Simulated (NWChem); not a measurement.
System: C$_{4}$H$_{5}$NO; SMILES CO/C=C/C#N

```xyz
11

C     -0.6447    -2.2928     0.0000
O      0.6385    -1.6673     0.0000
C      0.6833    -0.3299     0.0000
C     -0.3586     0.5311     0.0000
C     -0.1344     1.9356     0.0000
N      0.0318     3.0887     0.0000
H     -0.4547    -3.3663     0.0000
H     -1.2119    -2.0147     0.8962
H     -1.2119    -2.0147    -0.8962
H      1.7107     0.0220     0.0000
H     -1.3902     0.1970     0.0000
```
Atoms are numbered in this order, from 1.

Results from NWChem. Pople sets run with spherical d functions. The geometry was optimised at B3LYP/6-31G* (spherical d). Atomic charges in e: unrestrained fits to the electrostatic potential beside Mulliken populations; buried atoms are poorly determined by the fit.

### Question
Predict the results for Hartree-Fock/6-31G*. Quantities: ESP C1; Mulliken C1; ESP O2; Mulliken O2; ESP C3; Mulliken C3; ESP C4; Mulliken C4; ESP C5; Mulliken C5; relative RMS misfit of the potential (%).

### Answer
The ESP C1 is 0.28. The Mulliken C1 comes out as -0.19 and the ESP O2 is -0.41. The Mulliken O2 is -0.62 and the ESP C3 is 0.32. The Mulliken C3 is 0.28 and the ESP C4 is -0.47. The Mulliken C4 is -0.34 and the ESP C5 comes out as 0.43. The Mulliken C5 is 0.23 and the relative RMS misfit of the potential (%) is 19.
